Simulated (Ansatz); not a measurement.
Input file for C$_{3}$H$_{7}$FSn (`C=[CH][SnH]([CH3])[F]`):

```yaml
crystal:
  periodic: [false, false, false]
  atoms:
    - {symbol: C, position_ang: [-2.044548, -0.400629, -0.066999]}
    - {symbol: C, position_ang: [-1.328618, 0.118828, 0.923564]}
    - {symbol: Sn, position_ang: [0.774891, 0.315301, 0.790179]}
    - {symbol: C, position_ang: [1.520616, -0.224112, -1.126013]}
    - {symbol: F, position_ang: [1.121786, 2.213675, 0.940764]}
    - {symbol: H, position_ang: [-3.125107, -0.505392, -0.002365]}
    - {symbol: H, position_ang: [-1.594409, -0.744748, -0.994689]}
    - {symbol: H, position_ang: [-1.834618, 0.448908, 1.827288]}
    - {symbol: H, position_ang: [1.626219, -0.340818, 2.118074]}
    - {symbol: H, position_ang: [0.955914, 0.299876, -1.897001]}
    - {symbol: H, position_ang: [2.569322, 0.063896, -1.195009]}
    - {symbol: H, position_ang: [1.435655, -1.299883, -1.283695]}
basis:
  gaussian: {orbitals: def2-SVP}
correlation: {method: ccsd_t}
```

```sh
$ ansatz run in.yaml --threads 4 --pin off --events-out ev --progress --plain
```

Output of Ansatz, abridged:

```
Functional definition: HF
1268 factors; integrals over basis functions are off by at most 1.5e-3 eV
mean field evaluation 1: about -11704.7034 eV, gradient 4.0e1 eV
mean field evaluation 2: about -11704.8351 eV, gradient 4.0e1 eV
mean field evaluation 4: about -11708.5613 eV, gradient 3.7e0 eV
mean field evaluation 8: about -11708.6139 eV, gradient 1.8e-1 eV
mean field -11708.61409354 eV, -430.2836315539 hartree, gradient 3.8e-6 eV, S^2 0.000000; 0 other end points of the search recorded, 0 dependent functions left out
8 core orbitals not correlated: weight in the atoms' cores, before any rotation towards them, 1.000 or more for the frozen orbitals, at most 0.000 for the correlated occupied ones
reference -11708.61409354 eV, -430.2836315539 hartree; 20, 20 occupied and 89, 89 virtual orbitals, 1268 factors
second order -19.37596540 eV of doubles, -0.00000000 eV of singles
cycle   1  -20.09909348 eV  change   -7.2e-1 eV  update   1.1e-1
cycle   2  -20.62334220 eV  change   -5.2e-1 eV  update   3.5e-2
cycle   3  -20.77655751 eV  change   -1.5e-1 eV  update   1.9e-2
cycle   4  -20.78101948 eV  change   -4.5e-3 eV  update   4.8e-3
cycle   5  -20.77986135 eV  change    1.2e-3 eV  update   1.9e-3
cycle   6  -20.78012396 eV  change   -2.6e-4 eV  update   5.7e-4
cycle   7  -20.78016889 eV  change   -4.5e-5 eV  update   2.2e-4
cycle   8  -20.78015919 eV  change    9.7e-6 eV  update   6.7e-5
cycle   9  -20.78016547 eV  change   -6.3e-6 eV  update   2.7e-5
perturbative correction -0.59644610 eV, -0.0219189900 hartree
Total energy: -11729.99070512 eV, -431.0692075397 hartree
```

Run time 6.5 s (4 threads of a server CPU on a shared host); peak host memory 0.78 GiB.

MP2 recovers 90.6 % of the CCSD(T) correlation energy and the triples give 2.8 %; T1 = 0.0110.
